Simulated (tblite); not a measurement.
A geometry optimisation, step by step.

Species: C6H5BF2O.
SMILES with atom numbers: `[CH:1]#[C:2][C@@H:3]1[CH2:4][C@H:5]([B:6]([F:7])[F:8])[C:9]1=[O:10]` (hydrogens: H11 on C1; H12 on C3; H13, H14 on C4; H15 on C5)

Computed with GFN2-xTB (tblite), gas phase: L-BFGS steps from a force-field or distance-geometry start until the largest atomic force falls under 0.01 eV/Å. 9 of its 103 geometries are shown.

Step 0: E = -819.0920 eV, largest atomic force 4.347 eV/Å
```
atom  x, y, z in Å  |  force x, y, z in eV/Å
C1      2.958    1.367   -0.724   -0.098   0.004   0.049
C2      2.067    0.641   -0.362    0.959  -0.013   0.424
C3      1.006   -0.239    0.115    2.197   1.663  -1.063
C4      0.060   -0.664   -1.006    0.530  -1.513  -0.179
C5     -1.002   -0.628    0.092   -2.734   0.790  -1.605
B6     -2.441   -0.210   -0.425   -3.082   0.459   3.031
F7     -2.870    1.142   -0.138    0.605  -3.412  -1.400
F8     -3.441   -1.240   -0.346    1.751   2.626  -0.724
C9     -0.184    0.468    0.686   -0.124   1.883   3.164
O10    -0.396    1.480    1.345    0.527  -2.293  -1.773
H11     3.728    2.038   -1.046   -0.603  -0.493   0.169
H12     1.317   -1.095    0.725    0.222   0.419  -0.120
H13    -0.058    0.139   -1.766    0.055  -0.872   0.423
H14     0.259   -1.684   -1.403   -0.143   0.866  -0.270
H15    -1.008   -1.508    0.725   -0.062  -0.116  -0.126
```

Step 13: E = -820.5190 eV, largest atomic force 0.237 eV/Å
```
atom  x, y, z in Å  |  force x, y, z in eV/Å
C1      3.008    1.414   -0.728    0.044   0.047  -0.030
C2      2.155    0.669   -0.338   -0.211  -0.029   0.013
C3      1.074   -0.190    0.083    0.062   0.103  -0.069
C4      0.058   -0.703   -0.970    0.061  -0.103  -0.037
C5     -1.071   -0.605    0.096   -0.022   0.139   0.003
B6     -2.568   -0.196   -0.248   -0.050  -0.008   0.156
F7     -3.009    1.040   -0.298    0.138  -0.086  -0.103
F8     -3.514   -1.099   -0.426    0.118   0.012  -0.033
C9     -0.149    0.411    0.775    0.108  -0.037  -0.098
O10    -0.336    1.411    1.388   -0.063   0.023   0.227
H11     3.768    2.058   -1.063   -0.059  -0.073   0.054
H12     1.458   -1.012    0.696    0.035   0.021  -0.095
H13    -0.070    0.025   -1.769   -0.015  -0.010   0.018
H14     0.246   -1.681   -1.402   -0.014  -0.076   0.040
H15    -1.054   -1.534    0.677   -0.131   0.076  -0.044
```

Step 26: E = -820.5873 eV, largest atomic force 0.257 eV/Å
```
atom  x, y, z in Å  |  force x, y, z in eV/Å
C1      3.001    1.457   -0.753   -0.071  -0.034   0.021
C2      2.092    0.754   -0.417    0.094   0.054  -0.022
C3      1.064   -0.143    0.033   -0.053  -0.104   0.031
C4      0.034   -0.737   -0.957   -0.050   0.011  -0.020
C5     -1.078   -0.564    0.120    0.013  -0.074  -0.014
B6     -2.552   -0.152   -0.279    0.031  -0.018  -0.010
F7     -2.982    1.065   -0.487    0.065   0.104  -0.041
F8     -3.472   -1.080   -0.445   -0.060  -0.029  -0.004
C9     -0.120    0.375    0.842   -0.112   0.223   0.061
O10    -0.273    1.231    1.657    0.076  -0.098  -0.023
H11     3.796    2.074   -1.043   -0.007   0.070  -0.051
H12     1.540   -0.942    0.609    0.035  -0.054   0.041
H13    -0.117   -0.094   -1.820   -0.025   0.063   0.013
H14     0.209   -1.752   -1.298    0.049  -0.069   0.021
H15    -1.147   -1.484    0.710    0.018  -0.044  -0.003
```

Step 38: E = -820.6232 eV, largest atomic force 0.350 eV/Å
```
atom  x, y, z in Å  |  force x, y, z in eV/Å
C1      2.903    1.510   -0.790    0.058   0.192  -0.140
C2      2.040    0.762   -0.439   -0.109  -0.088   0.164
C3      1.063   -0.170    0.053    0.051   0.070   0.064
C4      0.028   -0.769   -0.918    0.019  -0.139   0.012
C5     -1.076   -0.608    0.169   -0.146   0.052  -0.099
B6     -2.494   -0.106   -0.338    0.008   0.092   0.084
F7     -2.711    1.127   -0.745   -0.018  -0.191   0.002
F8     -3.532   -0.917   -0.448    0.205   0.199   0.039
C9     -0.098    0.306    0.920   -0.131  -0.227  -0.232
O10    -0.211    1.073    1.819   -0.057   0.139   0.140
H11     3.611    2.197   -1.142    0.067   0.031  -0.012
H12     1.578   -0.951    0.618    0.080  -0.116   0.004
H13    -0.134   -0.130   -1.786   -0.035  -0.020   0.078
H14     0.225   -1.784   -1.248   -0.034  -0.046  -0.037
H15    -1.197   -1.532    0.745    0.043   0.053  -0.067
```

Step 51: E = -820.6740 eV, largest atomic force 0.252 eV/Å
```
atom  x, y, z in Å  |  force x, y, z in eV/Å
C1      2.654    1.633   -0.874    0.148   0.049  -0.001
C2      1.974    0.782   -0.380   -0.150  -0.044   0.020
C3      1.092   -0.239    0.122   -0.008  -0.011  -0.053
C4      0.066   -0.837   -0.866   -0.046  -0.105  -0.023
C5     -1.071   -0.658    0.174    0.003   0.029   0.037
B6     -2.377    0.004   -0.405   -0.058   0.245   0.007
F7     -2.344    1.141   -1.073   -0.015  -0.142   0.056
F8     -3.566   -0.553   -0.344   -0.007   0.007   0.047
C9     -0.085    0.171    1.004    0.010   0.049   0.114
O10    -0.204    0.868    1.962   -0.014  -0.067  -0.093
H11     3.316    2.343   -1.268   -0.013   0.088  -0.024
H12     1.696   -1.004    0.623   -0.093   0.008   0.017
H13    -0.093   -0.206   -1.740    0.119  -0.023   0.030
H14     0.239   -1.858   -1.180    0.093  -0.124  -0.062
H15    -1.302   -1.579    0.719    0.032   0.041  -0.071
```

Step 64: E = -820.7312 eV, largest atomic force 0.158 eV/Å
```
atom  x, y, z in Å  |  force x, y, z in eV/Å
C1      2.428    1.736   -0.878   -0.074  -0.019   0.048
C2      1.851    0.820   -0.365    0.038   0.013  -0.079
C3      1.117   -0.310    0.147   -0.040   0.004   0.046
C4      0.153   -0.984   -0.858   -0.018  -0.004  -0.030
C5     -1.057   -0.689    0.061    0.001   0.023   0.046
B6     -2.264    0.189   -0.451   -0.078  -0.027  -0.015
F7     -2.150    1.132   -1.363    0.021  -0.105   0.072
F8     -3.484    0.026    0.023    0.119   0.082  -0.063
C9     -0.091    0.026    1.015    0.006   0.004   0.123
O10    -0.242    0.581    2.058    0.038   0.009  -0.085
H11     2.926    2.552   -1.306    0.039   0.016   0.025
H12     1.798   -0.996    0.657   -0.007   0.018  -0.001
H13     0.122   -0.460   -1.809   -0.069  -0.008  -0.045
H14     0.333   -2.042   -1.028    0.024   0.007  -0.005
H15    -1.444   -1.575    0.571   -0.001  -0.012  -0.038
```

Step 76: E = -820.7485 eV, largest atomic force 0.072 eV/Å
```
atom  x, y, z in Å  |  force x, y, z in eV/Å
C1      2.309    1.802   -0.863    0.017   0.028   0.008
C2      1.781    0.841   -0.384   -0.043  -0.057   0.007
C3      1.102   -0.324    0.133    0.036  -0.001  -0.015
C4      0.152   -1.045   -0.852   -0.027   0.001   0.024
C5     -1.060   -0.740    0.061    0.016   0.041   0.049
B6     -2.179    0.239   -0.465    0.008  -0.001  -0.021
F7     -1.993    1.062   -1.474    0.016  -0.039   0.003
F8     -3.360    0.325    0.102   -0.041   0.011   0.005
C9     -0.095   -0.038    1.029    0.005   0.029  -0.002
O10    -0.232    0.500    2.082   -0.027  -0.037  -0.034
H11     2.794    2.641   -1.264   -0.009   0.005   0.008
H12     1.825   -0.974    0.632    0.030  -0.025  -0.011
H13     0.099   -0.561   -1.825   -0.012  -0.014  -0.011
H14     0.359   -2.105   -0.980   -0.002   0.026   0.001
H15    -1.508   -1.614    0.541    0.033   0.033  -0.013
```

Step 89: E = -820.7521 eV, largest atomic force 0.032 eV/Å
```
atom  x, y, z in Å  |  force x, y, z in eV/Å
C1      2.283    1.822   -0.846   -0.023  -0.006   0.001
C2      1.760    0.845   -0.394    0.008   0.001  -0.014
C3      1.107   -0.333    0.123   -0.002  -0.004   0.019
C4      0.140   -1.056   -0.845    0.015  -0.001  -0.002
C5     -1.060   -0.732    0.076    0.005   0.007  -0.006
B6     -2.161    0.252   -0.474   -0.026  -0.001  -0.004
F7     -1.952    1.014   -1.526   -0.014   0.011  -0.011
F8     -3.343    0.398    0.082    0.031  -0.005  -0.003
C9     -0.078   -0.052    1.038    0.002   0.007   0.019
O10    -0.206    0.461    2.104    0.021   0.003  -0.012
H11     2.749    2.675   -1.240   -0.001   0.005   0.010
H12     1.851   -0.979    0.597   -0.002  -0.010   0.013
H13     0.082   -0.590   -1.826   -0.008  -0.013   0.006
H14     0.340   -2.119   -0.956   -0.002   0.000  -0.012
H15    -1.517   -1.597    0.560   -0.002   0.006  -0.005
```

Step 102: E = -820.7535 eV, largest atomic force 0.009 eV/Å
```
atom  x, y, z in Å  |  force x, y, z in eV/Å
C1      2.240    1.836   -0.833    0.002  -0.002   0.001
C2      1.752    0.835   -0.394    0.000   0.004   0.003
C3      1.116   -0.353    0.122    0.001   0.003   0.000
C4      0.144   -1.072   -0.844    0.002   0.001   0.002
C5     -1.055   -0.725    0.069   -0.001   0.001   0.000
B6     -2.144    0.271   -0.486   -0.005   0.004  -0.001
F7     -1.952    0.995   -1.568    0.000  -0.006   0.007
F8     -3.304    0.461    0.102    0.008   0.001  -0.004
C9     -0.067   -0.063    1.038   -0.001  -0.001   0.000
O10    -0.186    0.448    2.106   -0.001   0.002   0.002
H11     2.690    2.704   -1.214   -0.003  -0.003  -0.001
H12     1.864   -0.995    0.594    0.001  -0.001  -0.001
H13     0.094   -0.616   -1.830   -0.002   0.000  -0.004
H14     0.331   -2.138   -0.944   -0.002  -0.002  -0.002
H15    -1.529   -1.580    0.554    0.001   0.000  -0.002
```

Q: Summarise the path.

A: The energy falls by 160.31 kJ/mol from step 0 to step 102; nine tenths of that is first reached at step 27. It rises by more than 0.2 meV at step 65. The largest force goes from 4.347 to 0.009 eV/Å. Among the bonds B6–F7 changes most, from 1.447 to 1.316 Å; the atoms move by 0.922 Å rms after alignment.

Q: Follow the three bonds and two angles with the largest change from start to end.

A: 
| step | E above end (kJ/mol) | largest force (eV/Å) | B6–F7 (Å) | B6–F8 (Å) | C5–C9 (Å) | C5–B6–F8 (°) | C2–C3–H12 (°) |
| --- | --- | --- | --- | --- | --- | --- | --- |
| 0 | 160.31 | 4.347 | 1.447 | 1.438 | 1.490 | 115.1 | 116.6 |
| 4 | 44.24 | 3.197 | 1.316 | 1.323 | 1.526 | 119.2 | 115.3 |
| 9 | 25.47 | 0.295 | 1.308 | 1.316 | 1.527 | 122.3 | 111.6 |
| 13 | 22.62 | 0.237 | 1.313 | 1.320 | 1.531 | 121.9 | 110.3 |
| 18 | 19.06 | 0.197 | 1.309 | 1.319 | 1.529 | 121.7 | 108.7 |
| 22 | 17.05 | 0.207 | 1.312 | 1.320 | 1.528 | 119.3 | 107.2 |
| 27 | 15.79 | 0.175 | 1.309 | 1.318 | 1.524 | 120.2 | 108.5 |
| 31 | 15.24 | 0.236 | 1.311 | 1.318 | 1.527 | 120.5 | 108.3 |
| 35 | 14.29 | 0.177 | 1.311 | 1.319 | 1.530 | 121.5 | 107.6 |
| 40 | 11.11 | 0.280 | 1.318 | 1.319 | 1.532 | 122.7 | 109.8 |
| 44 | 9.57 | 0.119 | 1.313 | 1.316 | 1.530 | 123.0 | 110.0 |
| 49 | 8.26 | 0.135 | 1.315 | 1.316 | 1.530 | 122.9 | 108.3 |
| 53 | 6.71 | 0.261 | 1.317 | 1.313 | 1.534 | 124.7 | 109.6 |
| 58 | 4.06 | 0.316 | 1.310 | 1.314 | 1.532 | 122.5 | 109.5 |
| 62 | 2.64 | 0.154 | 1.317 | 1.316 | 1.536 | 122.3 | 110.5 |
| 67 | 1.89 | 0.096 | 1.316 | 1.317 | 1.533 | 121.6 | 109.6 |
| 71 | 1.19 | 0.109 | 1.316 | 1.316 | 1.535 | 122.4 | 109.9 |
| 75 | 0.59 | 0.116 | 1.316 | 1.317 | 1.537 | 122.3 | 109.4 |
| 80 | 0.32 | 0.053 | 1.316 | 1.313 | 1.533 | 122.8 | 109.4 |
| 84 | 0.23 | 0.038 | 1.316 | 1.314 | 1.535 | 122.9 | 109.2 |
| 89 | 0.13 | 0.032 | 1.316 | 1.314 | 1.534 | 123.3 | 109.2 |
| 93 | 0.06 | 0.025 | 1.316 | 1.315 | 1.534 | 123.1 | 109.5 |
| 98 | 0.01 | 0.019 | 1.316 | 1.313 | 1.533 | 123.0 | 109.5 |
| 102 | 0.00 | 0.009 | 1.316 | 1.314 | 1.534 | 122.9 | 109.6 |

The cost below is that of the whole relaxation. The run took 0.68 s of wall time on Arm Neoverse V1, one thread (shared host).
